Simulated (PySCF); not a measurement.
selenium dioxide cation (O₂Se), SMILES O=[Se]=O (connectivity only; charge and spin as stated), charge +1, multiplicity 2. Coordinates come from a PBE-D3(BJ)/def2-TZVP optimisation. The multiplicity is an assumed one; other spin states were not compared.

All values below come from PBE-D3(BJ)/def2-TZVP run with PySCF.

Harmonic wavenumbers (cm⁻¹): 280, 777, 875. Rotational constants (GHz): 38.01, 7.654, 6.371; symmetry number 2.

Problem. Work out the zero-point energy and the ideal-gas rigid-rotor harmonic-oscillator thermochemistry at 298.15 K and 1 atm.

Solution. ZPE = ½ Σ hcν = ½ × 1933 cm⁻¹ = 2.76 kcal/mol. H − E(el) = 5.50 kcal/mol. Entropy in cal/(mol K): translation 40.03, rotation 21.30, vibration 1.91, spin 1.38, total 64.62. G − E(el) = -13.76 kcal/mol. Cp = 10.88 cal/(mol K).
